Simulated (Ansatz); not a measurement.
Isolated molecules relaxed with PBE0-D4/def2-TZVP in Ansatz; ΔE leaves out vibrations. CBS: MP2 limit from def2 TZ/QZ plus the TZ coupled-cluster correction, frozen cores. This one scheme is used for every species. Functionals use def2-TZVPP. Triplets are unrestricted, without spin–orbit coupling. For Ga outer-core shells are correlated without core-valence functions, which leaves a few kJ/mol of doubt a bond. Scalar relativity is left out up to krypton. One conformer a species, not always the lowest.

Consider the formal loss of a carbene: `CC[SiH2][GaH2]` → `[CH2]` (triplet) + `C[SiH2][GaH2]`.

CCSD(T)/CBS gives +4.42 eV.

Question: Another level gave +4.31 eV. Which?
A. BHLYP-D4/def2-TZVPP
B. B97M-V/def2-TZVPP
C. CAM-B3LYP/def2-TZVPP
D. r2SCAN0-D4/def2-TZVPP

Answer: C. CAM-B3LYP 4.31, r2SCAN0-D4 4.13, B97M-V 4.40, BHLYP-D4 4.22 eV.

Question: What do rigid-rotor, harmonic-oscillator terms from PBE0-D4/def2-TZVP frequencies (298.15 K, 1 bar) make of the CCSD(T)/CBS value? (Best estimate.)

Answer: The calculation gave: ΔZPE = -0.32 eV, ΔH = +4.18 eV, ΔS = 166 J/(mol·K), ΔG = +3.67 eV. Open shells count their whole term as degenerate.

Largest T1 diagnostic among the species: 0.012.

In def2-TZVPP, CCSD(T) changes the Hartree–Fock value by +1.44 eV (the triples alone add +0.12 eV) and MP2 by +1.57 eV. From BLYP to BHLYP (50 % exact exchange), in def2-TZVPP and without D4, ΔE moves by −0.04 eV. The D4 term adds +0.13 eV with B3LYP and +0.07 eV with PBE0; it sums over pairs of atoms, weighted by their polarisabilities, and B3LYP, whose exchange is more repulsive, gets the larger term.

CCSD(T)/CBS has its own doubt, a few kJ/mol and more with outer-core shells, so smaller differences from it don't rank the levels.

B3LYP here is the variant with VWN-RPA as its local correlation; programs differ in this.
